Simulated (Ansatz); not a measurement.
`C[BH][InH2]` + `OBF` → `FB[O][InH2]` + `BC` at 400 K and 1 bar (cleavage of the In–B bond).

Calculated with Ansatz (gas phase, PBE0-D4/def2-TZVP geometries, no zero-point term in ΔE). CCSD(T)/CBS is the MP2 limit (def2-TZVPP, def2-QZVPP) plus CCSD(T) − MP2 in def2-TZVPP, frozen cores. This one scheme is used for every species. Elements past krypton have def2 core potentials. For In outer-core shells are correlated without core-valence functions, which leaves a few kJ/mol of doubt a bond. Each species was taken in one conformer, which may not be the lowest.

| species | CCSD(T)/CBS energy (Eh) | H − E (kJ/mol) | S (J/(mol·K)) |
| --- | --- | --- | --- |
| `C[BH][InH2]` | -256.21482 | 185.2 | 360.2 |
| `OBF` | -201.07426 | 96.4 | 268.5 |
| `FB[O][InH2]` | -391.48685 | 111.3 | 360.6 |
| `BC` | -65.83255 | 164.9 | 265.6 |

H − E and S are ideal-gas, rigid-rotor, harmonic terms from PBE0-D4/def2-TZVP, for one conformer and one mirror image of each species. 1 Eh = 2625.50 kJ/mol, R = 8.31446 J/(mol·K).

Q: By hand: ΔE, ΔH, ΔS and ΔG.

A: ΔE = (-391.48685) + (-65.83255) − (-256.21482) − (-201.07426) = -0.03032 Eh = -79.6 kJ/mol. Δ(H − E) = 111.3 + 164.9 − 185.2 − 96.4 = -5.4, so ΔH = -85.0 kJ/mol. ΔS = 360.6 + 265.6 − 360.2 − 268.5 = -2.5 J/(mol·K). ΔG = -85.0 − 400 × (-2.5)/1000 = -84.0 kJ/mol.

Q: By hand: the equilibrium constant, and the temperature at which ΔG would vanish if ΔH and ΔS stayed fixed.

A: log₁₀ K = −ΔG/(RT ln 10) = 11.0. ΔG = 0 at ΔH/ΔS = 34000 K, far beyond where these terms or the molecules hold.

The number of gas molecules stays the same, so ΔS is small and ΔH decides. A doubt of 5 kJ/mol in ΔE shifts log₁₀ K by 0.7 here. Other conformers and mirror images would add mixing entropy, several J/(mol·K) or more a flexible species. These are equilibria of isolated gas molecules and say nothing of rates. Largest T1 diagnostic: 0.016 (customary marks: 0.02 for closed shells, 0.045 for open ones).
